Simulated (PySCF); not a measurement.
Simulation results for AlGeH4NO, B2GeH4N, AlClGeH3O, BGeH5OSi and others

Computed with PySCF 2.14.0. Calculation on a computer-drawn molecule: optimised geometry and harmonic frequencies of an isolated molecule of the commonest isotopes, restricted reference for singlets and unrestricted otherwise, frozen core in MP2; on germanium a core potential holds 10 electrons, which the energies leave out, and 3d is frozen in MP2 and coupled-cluster steps.

Common to all runs: method HF; basis and core potential on germanium cc-pVDZ-PP ECP10MDF.

(1) AlGeH4NO

Start structure:
```xyz
8
AlGeH4NO
N      2.7859     0.6071    -1.7538
Ge     3.8898     1.5829    -0.6319
O      3.0660     1.2751     0.8728
Al     2.2669     0.8749     2.2620
H      2.0415     0.0588    -1.4167
H      2.8840     0.5162    -2.7321
H      0.9803    -0.0634     2.2360
H      2.7494     1.5293     3.6069
```

- charge: 0
- multiplicity: 1
- basis: cc-pV(D+d)Z
- rotational constants: 10.91, 1.648, 1.463 GHz
- total energy: -667.0335 hartree
- convergence status largest gradient component: 5.872e-06 hartree/bohr

Drawn bonds:
```
atom  other atom  order
   1           2      1
   2           3      1
   3           4      1
   1           5      1
   1           6      1
   4           7      1
   4           8      1
```

Optimised structure:
```xyz
8
AlGeH4NO
N      2.8029     0.7818    -1.8286
Ge     4.0836     0.6667    -0.5503
O      2.9983     0.7602     0.8620
Al     2.2238     0.8258     2.3476
H      1.8208     0.8683    -1.6399
H      3.0061     0.7655    -2.8103
H      1.7436    -0.5141     3.0290
H      1.9845     2.2267     3.0336
```

Modes:
```
frequency (cm⁻¹)  reduced mass (dalton)
           53.64                  1.209
           77.76                  3.036
           79.95                  5.113
           269.6                  4.004
           369.3                  1.234
           430.2                  9.114
           511.9                  1.034
             613                  1.261
           674.2                  1.202
           714.5                   4.23
           776.5                  1.397
           863.8                  1.079
            1039                  16.14
            1655                  1.126
            1987                  1.062
            2000                  1.024
            3760                  1.049
            3877                  1.098
```

(2) B2GeH4N

Start structure:
```xyz
8
B2GeH4N
B     -1.6259     2.0421    -1.2065
B     -1.8022     0.8866    -0.3043
N     -1.8401    -0.1330     0.5687
Ge    -1.9720    -1.5100     1.6989
H     -1.5726     2.8123    -1.9760
H     -0.8018    -1.2434     2.6476
H     -1.7736    -2.7449     0.8351
H     -3.4055    -1.3628     2.3444
```

- charge: 1
- multiplicity: 1
- basis: cc-pVDZ
- rotational constants: 77.31, 1.553, 1.553 GHz
- total energy: -399.1981 hartree
- convergence status largest gradient component: 1.773e-05 hartree/bohr

Drawn bonds:
```
atom  other atom  order
   1           2      1
   2           3      2
   3           4      1
   1           5      1
   4           6      1
   4           7      1
   4           8      1
```

Optimised structure:
```xyz
8
B2GeH4N
B     -1.6503     2.0865    -1.3122
B     -1.7620     0.8357    -0.2604
N     -1.8449    -0.0990     0.5262
Ge    -1.9731    -1.5541     1.7525
H     -1.5701     2.9840    -2.0669
H     -0.8363    -1.3163     2.7268
H     -1.8023    -2.7847     0.8838
H     -3.3547    -1.4054     2.3582
```

Modes:
```
frequency (cm⁻¹)  reduced mass (dalton)
           112.5                  3.905
           112.5                  3.905
           290.3                  4.592
           290.3                  4.593
           397.7                  11.05
           686.2                  1.163
           686.2                  1.163
           809.8                  1.399
           809.8                  1.399
           861.6                    2.1
           944.7                  1.023
           944.7                  1.023
           962.3                  1.593
            2206                  11.04
            2312                  1.025
            2313                  1.025
            2314                  1.012
            2959                  1.111
```

(3) AlClGeH3O

Start structure:
```xyz
7
AlClGeH3O
Al    -2.6966     0.1177    -1.6260
O     -1.8057     0.1550    -0.2198
Ge    -0.7812     0.4457     1.2218
Cl    -0.5658     2.5143     1.4871
H     -2.2468     0.8619    -2.8919
H     -1.4713    -0.1624     2.4155
H      0.5479    -0.1340     0.9052
```

- charge: 0
- multiplicity: 2
- basis: cc-pV(D+d)Z
- rotational constants: 4.816, 1.503, 1.173 GHz
- total energy: -1071.5018 hartree
- spin squared: 0.7564
- convergence status largest gradient component: 1.531e-05 hartree/bohr

Drawn bonds:
```
atom  other atom  order
   1           2      1
   2           3      1
   3           4      1
   1           5      1
   3           6      1
   3           7      1
```

Optimised structure:
```xyz
7
AlClGeH3O
Al    -2.7722     0.2038    -1.5886
O     -1.9028     0.0317    -0.1451
Ge    -0.8118     0.3750     1.1676
Cl    -0.6746     2.5359     1.3609
H     -2.0486     0.9250    -2.8139
H     -1.3940    -0.1458     2.4696
H      0.5845    -0.1274     0.8413
```

Modes:
```
frequency (cm⁻¹)  reduced mass (dalton)
           40.47                  2.205
           60.33                  2.194
           78.11                  3.367
           241.1                  13.11
           420.1                  36.08
           478.5                   15.4
           596.2                  1.148
           654.8                   1.17
           725.6                  1.065
           867.2                  1.126
             937                   1.08
            1065                  5.768
            1883                  1.044
            2288                  1.025
            2299                  1.015
```

(4) BGeH5OSi

Start structure:
```xyz
9
BGeH5OSi
O     -1.4343     0.8538    -0.1536
B     -0.9287     1.6687     0.7632
Ge     0.5553     1.3902     2.2166
Si     2.2304     2.0678     0.6433
H     -1.1014     0.0269    -0.1965
H     -1.3882     2.7636     0.7000
H      1.9187     2.6191    -0.6958
H      3.0432     0.8579     0.3211
H      3.1699     3.0150     1.2200
```

- charge: 0
- multiplicity: 1
- basis: cc-pV(D+d)Z
- rotational constants: 4.15, 2.142, 1.507 GHz
- total energy: -684.7792 hartree
- convergence status largest gradient component: 2.205e-05 hartree/bohr

Drawn bonds:
```
atom  other atom  order
   1           2      1
   2           3      1
   3           4      1
   1           5      1
   2           6      1
   4           7      1
   4           8      1
   4           9      1
```

Optimised structure:
```xyz
9
BGeH5OSi
O     -1.4664     0.6763    -0.1187
B     -0.9661     1.6576     0.6633
Ge     0.4908     1.6028     2.1976
Si     2.3323     2.1454     0.6399
H     -1.0849    -0.1786     0.0045
H     -1.4646     2.7486     0.5059
H      1.9668     3.0244    -0.4992
H      2.7663     0.8303     0.0895
H      3.4908     2.7562     1.3354
```

Modes:
```
frequency (cm⁻¹)  reduced mass (dalton)
           64.67                  2.471
           78.57                  1.383
           156.6                  1.875
           222.9                  4.672
           309.3                   6.27
           426.2                  2.148
           437.2                  1.693
           532.2                  1.181
           630.3                  1.457
           882.6                  1.237
           961.5                  1.104
            1008                  1.037
            1037                  1.038
            1043                  1.108
            1239                  1.305
            1353                  7.217
            2260                  1.039
            2288                  1.043
            2299                  1.037
            2624                  1.088
            4173                  1.067
```

(5) GeH5O2Si

Start structure:
```xyz
9
GeH5O2Si
O     -0.1646     1.6602     0.5515
Si     0.0454     0.7993    -0.7734
Ge     0.7181    -1.5428     0.0593
O     -0.3656    -1.3900     1.4150
H     -0.7287     1.7363     1.2787
H      1.2782     1.2690    -1.3326
H     -1.1995     0.4106    -1.5526
H      1.3674    -3.0259     0.3739
H     -0.6484    -1.9898     2.1271
```

- charge: 1
- multiplicity: 1
- basis: cc-pV(D+d)Z
- rotational constants: 7.147, 1.887, 1.592 GHz
- total energy: -734.7570 hartree
- convergence status largest gradient component: 9.852e-06 hartree/bohr

Drawn bonds:
```
atom  other atom  order
   1           2      1
   2           3      1
   3           4      1
   1           5      1
   2           6      1
   2           7      1
   3           8      1
   4           9      1
```

Optimised structure:
```xyz
9
GeH5O2Si
O     -0.0056     1.7831     0.5418
Si     0.0952     0.7912    -0.7232
Ge     0.4932    -1.4301     0.3426
O     -0.5774    -1.7162     1.6562
H     -0.8056     2.0383     0.9834
H      1.3141     1.0159    -1.4933
H     -1.1308     0.5539    -1.4890
H      1.4541    -2.5986     0.1490
H     -0.5349    -2.5106     2.1794
```

Modes:
```
frequency (cm⁻¹)  reduced mass (dalton)
           33.92                   3.82
           101.2                  4.981
           182.7                  6.388
           288.3                   1.63
           307.6                  2.134
           398.7                  1.185
           566.1                  1.145
           599.6                  1.159
             702                  1.052
           772.9                  1.101
           836.1                   4.51
           841.5                  1.547
           897.9                  1.145
           938.4                  1.189
           974.7                  1.475
            1028                  1.867
            2276                  1.022
            2400                  1.033
            2439                  1.052
            4087                  1.068
            4134                  1.068
```

(6) CH5BGeSi

Start structure:
```xyz
9
CH5BGeSi
C     -1.5537    -0.2805    -2.9435
B     -1.4050     0.6478    -1.8119
Ge    -1.2130     1.9564    -0.3962
Si     0.2983     0.4173     0.6615
H     -1.0141    -1.1854    -2.9898
H     -2.2276    -0.0795    -3.7645
H      1.5542     1.1462     0.9415
H      0.8193    -0.7984     0.0289
H     -0.2177     0.0464     1.9054
```

- charge: 0
- multiplicity: 1
- basis: cc-pV(D+d)Z
- rotational constants: withheld

Drawn bonds:
```
atom  other atom  order
   1           2      2
   2           3      1
   3           4      1
   1           5      1
   1           6      1
   4           7      1
   4           8      1
   4           9      1
```

(7) CH6GeNO

Start structure:
```xyz
10
CH6GeNO
C      0.4050     0.2694     0.1461
Ge    -0.3624    -1.3937     0.6185
N      0.1678    -2.7473    -0.4573
O      0.2364    -2.0521     2.2156
H      1.2727     0.3012    -0.4394
H      0.0649     1.1820     0.4494
H     -1.9465    -1.3158     0.7829
H      0.2418    -3.6539    -0.0057
H     -0.1238    -2.8277    -1.3556
H      0.2365    -1.4160     2.9121
```

* charge: 0
* multiplicity: 2
* basis: cc-pVDZ
* total energy: withheld
* rotational constants: withheld
* spin squared: withheld

Drawn bonds:
```
atom  other atom  order
   1           2      1
   2           3      1
   2           4      1
   1           5      1
   1           6      1
   2           7      1
   3           8      1
   3           9      1
   4          10      1
```

(8) Al2GeH7N

Start structure:
```xyz
11
Al2GeH7N
Al     0.1662    -1.5421    -2.2226
N     -0.9865    -0.3648    -1.4978
Al    -0.3593     0.0900     0.0714
Ge    -1.1149     1.4500     1.8406
H      1.3884    -0.9602    -3.0275
H      0.0223    -2.9817    -2.0010
H     -1.9495    -0.0307    -2.0598
H      0.9872    -0.8043     0.2010
H     -0.7589     1.2303     3.2471
H     -0.8595     2.9622     1.7399
H     -2.6397     1.4999     1.9755
```

- charge: 0
- multiplicity: 1
- basis: cc-pV(D+d)Z
- total energy: withheld
- rotational constants: withheld

Drawn bonds:
```
atom  other atom  order
   1           2      1
   2           3      1
   3           4      1
   1           5      1
   1           6      1
   2           7      1
   3           8      1
   4           9      1
   4          10      1
   4          11      1
```

Q: CH5BGeSi (entry 6): rotational constants?
A: 4.126, 2.283, 1.495 GHz

Q: Give the missing total energy for CH6GeNO (entry 7).
A: -464.0495 hartree

Q: CH6GeNO (entry 7): rotational constants?
A: 5.594, 5.25, 3.336 GHz

Q: CH6GeNO (entry 7): spin squared?
A: 0.7614

Q: Estimate the total energy of Al2GeH7N (entry 8).
A: -835.8029 hartree

Q: Give the missing rotational constants for Al2GeH7N (entry 8).
A: 14.19, 0.6918, 0.6649 GHz

Further results for CH5BGeSi (entry 6):

* total energy: -647.6983 hartree
* convergence status largest gradient component: 2.852e-05 hartree/bohr

Optimised structure:
```xyz
9
CH5BGeSi
C     -1.5906    -0.2745    -2.9908
B     -1.4252     0.6116    -1.9209
Ge    -1.2178     1.9326    -0.4011
Si     0.3982     0.4285     0.7381
H     -1.0572    -1.2179    -3.0504
H     -2.2630    -0.0611    -3.8162
H      1.6214     1.2191     1.0226
H      0.7998    -0.8058     0.0221
H     -0.2248     0.0378     2.0279
```

Modes:
```
frequency (cm⁻¹)  reduced mass (dalton)
            23.1                   1.04
           63.58                  4.254
           173.7                  5.174
           282.9                  2.421
           316.2                  9.361
           377.2                  1.016
           426.9                  6.324
             508                   1.11
           555.6                  1.142
           751.4                  1.745
           907.9                  1.325
           961.4                  1.096
            1015                   1.04
            1033                  1.036
            1381                  1.318
            1627                   3.51
            2290                  1.035
            2294                  1.046
            2299                   1.04
            3293                  1.062
            3376                  1.109
```

Further results for CH6GeNO (entry 7):

* convergence status largest gradient component: 2.974e-05 hartree/bohr

Optimised structure:
```xyz
10
CH6GeNO
C      0.3414     0.2406     0.0985
Ge    -0.4713    -1.3923     0.7204
N      0.2653    -2.7594    -0.2522
O     -0.1030    -1.7363     2.4254
H      1.3228     0.2528    -0.3670
H     -0.1240     1.2105     0.2452
H     -1.9965    -1.3035     0.7151
H     -0.1296    -3.6662    -0.0701
H      0.2718    -2.6133    -1.2472
H      0.8155    -1.8867     2.5985
```

Modes:
```
frequency (cm⁻¹)  reduced mass (dalton)
           122.4                  1.038
           177.6                  1.175
           207.7                  1.968
           220.7                  2.347
           252.4                   3.26
           335.2                  1.575
             520                  1.388
           607.5                  1.295
           668.7                  4.637
           700.1                   1.24
           719.3                  4.061
           741.7                  5.592
           824.3                  1.124
           871.8                  1.177
           954.8                  1.169
           978.6                  1.119
            1481                  1.135
            1697                  1.099
            2248                   1.02
            3266                  1.052
            3373                  1.115
            3735                  1.051
            3825                  1.094
            4152                  1.067
```

Further results for Al2GeH7N (entry 8):

- convergence status largest gradient component: 2.235e-05 hartree/bohr

Optimised structure:
```xyz
11
Al2GeH7N
Al    -0.0064    -1.6802    -2.4208
N     -0.6849    -0.6726    -1.1065
Al     0.1062     0.2926     0.1719
Ge    -1.2816     1.5688     1.8233
H      1.5602    -1.7977    -2.5523
H     -0.9965    -2.4181    -3.4060
H     -1.6942    -0.6472    -1.0908
H      1.6849     0.3066     0.2187
H     -1.0765     1.0583     3.2606
H     -0.9258     3.0658     1.8389
H     -2.7895     1.4724     1.5298
```

Modes:
```
frequency (cm⁻¹)  reduced mass (dalton)
           36.35                  1.181
           70.54                  2.907
           84.79                  4.989
           166.5                   5.19
           181.2                  1.217
           328.4                  3.654
           375.8                   1.07
           449.5                  1.251
           521.5                  1.391
           521.8                   1.31
           657.1                  1.102
             670                  2.057
           672.6                  1.199
           738.4                  1.592
           843.9                  1.099
           881.9                  1.269
           917.2                  2.021
           969.5                  1.018
           970.5                  1.022
            1132                  1.425
            1986                  1.042
            1989                  1.048
            2007                  1.035
            2176                  1.023
            2177                  1.023
            2192                  1.013
            3729                  1.074
```
